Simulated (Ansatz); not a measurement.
AlH6O3P (`[OH][Al-]([OH])([OH])[PH3+]`), relaxed with RKS PBE-D4/def2-SVP in the Gaussian-basis code of Ansatz from a rough embedded geometry. The force threshold is 0.03 eV/Å; the program also tests the step.

Total charge 0; spin multiplicity 1.

Start:

```xyz
11

O    -1.716    0.860    1.014
Al   -0.181    0.723    0.118
O    -0.277    1.805   -1.322
O     1.216    1.251    1.115
P     0.179   -1.443   -0.566
H    -1.671    0.142    1.769
H     0.573    1.657   -1.869
H     1.238    0.561    1.865
H    -1.004   -2.182   -0.264
H     0.366   -1.435   -1.962
H     1.277   -1.938    0.102
```

Question: By how much does the energy fall, and how many steps does the optimiser take? (Best estimate.)

Answer: The calculation gave: 1.59 eV, in 22 steps, 2 of them rejected.

Question: Which bonds change most? (Best estimate.)

Answer: The calculation gave: Al2–P5 from 2.301 to 2.542 Å; O1–H6 from 1.043 to 0.969 Å; Al2–O3 from 1.803 to 1.738 Å; Al2–O4 from 1.796 to 1.734 Å.

Question: Give the relaxed structure. (Estimate.)

Answer: The calculation gave: 
```xyz
11

O    -1.288    0.479    1.581
Al   -0.098    0.815    0.366
O    -0.610    1.494   -1.149
O     1.540    1.078    0.869
P     0.183   -1.517   -0.607
H    -2.193    0.796    1.443
H    -0.032    2.147   -1.576
H     1.725    1.154    1.818
H    -0.921   -2.097   -1.308
H     1.168   -1.691   -1.628
H     0.526   -2.656    0.190
```
